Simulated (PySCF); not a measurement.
## Orbital picture of GdC

r²SCAN at R = 2.024 Å; PySCF, spin-free X2C with a Gaussian nucleus, basis sets Gd x2c-SVPall, C x2c-SVPall. State: 2S+1 = 11, about 7.2 electrons in the 4f shell (Mulliken). Only the outer orbitals are listed, counted within each symmetry.

```
spin  orbital  occ.  ε (eV)  on Gd (%)           main shells (%)
   α       8π     1   -5.54         33           67 C p, 29 Gd d
   α      15σ     1   -5.40         33           63 C p, 21 Gd d
   α       8π     1   -4.61         41           59 C p, 38 Gd d
   α      16σ     1   -4.01         98          73 Gd s, 19 Gd d
   α       4δ     0   -2.28        100                   97 Gd d
   α       4δ     0   -2.28        100                  100 Gd d
   α       9π     0   -1.76         95          62 Gd p, 33 Gd d
   β       7π     1   -3.92         43  56 C p, 26 Gd d, 15 Gd f
   β       7π     0   -2.92         58  42 C p, 34 Gd f, 22 Gd d
   β      14σ     0   -2.55         78           67 Gd f, 20 C p
   β       1φ     0   -2.48        100                  100 Gd f
```

Which are the highest filled and the lowest empty level, where do they sit, and how wide is the gap?

Highest filled β 7π at -3.92 eV (in %: 56 C p, 26 Gd d, 15 Gd f); lowest empty β 7π at -2.92 eV (in %: 42 C p, 34 Gd f, 22 Gd d); the gap at r²SCAN is 1.00 eV. Both belong to one degenerate shell, split only by its one-sided filling, so this is no excitation gap.

* bond order (Mayer): 2.26
* ⟨S²⟩: 30.013
* charge on Gd (Mulliken, basis-dependent): 0.28
* charge on Gd (Löwdin, basis-dependent): 0.09
* dipole moment (positive dipole means Gd(−)C(+)): -4.38 D

Spin–orbit coupling is left out. With d or f electrons several states lie close, and the lowest PBE0 determinant need not be the measured ground state.
